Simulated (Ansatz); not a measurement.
CH$_{7}$ClGeSi, SMILES `C[SiH2][GeH2][Cl]` from Hartree–Fock to CCSD(T)

```xyz
11

C    -1.192    1.241    0.006
Si   -0.316   -0.153    0.891
Ge    1.439   -0.990   -0.487
Cl    0.521   -1.380   -2.421
H    -0.515    2.080   -0.166
H    -2.040    1.598    0.596
H    -1.563    0.897   -0.962
H    -1.238   -1.286    1.172
H     0.278    0.300    2.180
H     2.568    0.018   -0.769
H     2.057   -2.326   -0.040
```

The species carries charge 0 and has multiplicity 1. Correlated methods include outer-core shells of Ge, which these sets cover unevenly. Scalar relativity is left out up to krypton. The geometry is a stationary point of PBE0-D4/def2-TZVP. It is one conformer, not always the lowest. Frozen core, restricted reference, Ansatz 0.2.0.

| basis | HF (Eh) | MP2 corr. | CCSD corr. | (T) | CCSD(T) total |
| --- | --- | --- | --- | --- | --- |
| def2-SVP | ? | -0.60987 | ? | -0.01751 | ? |
| def2-TZVPP | -2865.83894 | -0.75325 | -0.81012 | ? | ? |
| def2-QZVPP | -2865.90463 | ? | – | – | – |

Problem. Fill in the withheld values. (Best estimate.)

Solution. Ansatz gave: def2-SVP HF (Eh): -2865.26745; def2-SVP CCSD corr.: -0.66323; def2-SVP CCSD(T) total: -2865.94819; def2-TZVPP (T): -0.03072; def2-TZVPP CCSD(T) total: -2866.67978; def2-QZVPP MP2 corr.: -1.05738.
